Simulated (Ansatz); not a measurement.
`C=C[SiH2]N[SiH2]O` + CH₄ → `C[SiH2]N[SiH2]O` + `C=C`  (formal exchange of groups at the Si–C bond)

Gas-phase electronic energies from Ansatz, PBE0-D4/def2-TZVP geometries. CCSD(T)/CBS adds triple-zeta CCSD(T) − MP2 to the extrapolated MP2 energy (def2 sets, frozen cores). This one scheme is used for every species. DFT in def2-TZVPP. B3LYP here is the variant with VWN-RPA as its local correlation; programs differ in this. HSE06 is defined as in plane-wave codes. One conformer a species, not always the lowest.

```tsv
level	ΔE (kJ/mol)	difference from CCSD(T)/CBS
LDA (SPW92)	12.6	2.6
PBE-D4	13.5	3.5
revPBE-D4	15.4	5.4
BLYP-D4	15.6	5.6
r2SCAN-D4	12.8	2.8
B97M-V	11.9	1.9
PBE0-D4	12.1	2.1
B3LYP-D4	14.0	4.0
r2SCANh-D4	12.2	2.2
r2SCAN0-D4	11.5	1.5
HSE06-D4	12.0	2.0
BHLYP-D4	12.9	2.9
CAM-B3LYP-D4	11.5	1.5
ωB97X-V	10.4	0.4
ωB97M-V	10.4	0.4
B2PLYP	8.9	-1.1
PBE	8.6	-1.4
revPBE	6.1	-3.9
BLYP	6.3	-3.7
r2SCAN	11.2	1.2
PBE0	7.6	-2.4
r2SCANh	10.6	0.6
r2SCAN0	9.7	-0.3
HSE06	7.7	-2.3
BHLYP	6.3	-3.7
CAM-B3LYP	6.7	-3.3
LC-ωPBE	6.0	-4.0
RPA@PBE/def2-TZVPP	10.5	0.5
HF/def2-SVP	9.0	-1.0
CCSD(T)/def2-SVP	15.1	5.1
HF/def2-TZVPP	4.1	-5.9
MP2/def2-TZVPP	12.8	2.8
SCS-MP2/def2-TZVPP	11.0	1.0
CCSD/def2-TZVPP	8.8	-1.2
CCSD(T)/def2-TZVPP	10.9	0.9
HF/def2-QZVPP	3.6	-6.4
MP2/def2-QZVPP	12.1	2.1
SCS-MP2/def2-QZVPP	10.3	0.3
MP2/CBS(def2)	11.9	1.9
CCSD/CBS(def2)	8.0	-2.0
CCSD(T)/CBS	10.0	0
```

Largest T1 diagnostic among the species: 0.012.

At CCSD(T), def2-SVP lies +5.1 kJ/mol from the extrapolated value and def2-TZVPP +0.9 kJ/mol. The D4 term adds +7.6 kJ/mol with B3LYP and +4.5 kJ/mol with PBE0; it sums over pairs of atoms, weighted by their polarisabilities, and B3LYP, whose exchange is more repulsive, gets the larger term. Leaving LDA and LC-ωPBE aside and taking each functional with its dispersion term where it has one, the values spread over 6.7 kJ/mol, from B2PLYP to BLYP-D4. LDA lies +4.0 kJ/mol from PBE without D4.

CCSD(T)/CBS has its own doubt, a few kJ/mol and more with outer-core shells, so smaller differences from it don't rank the levels.
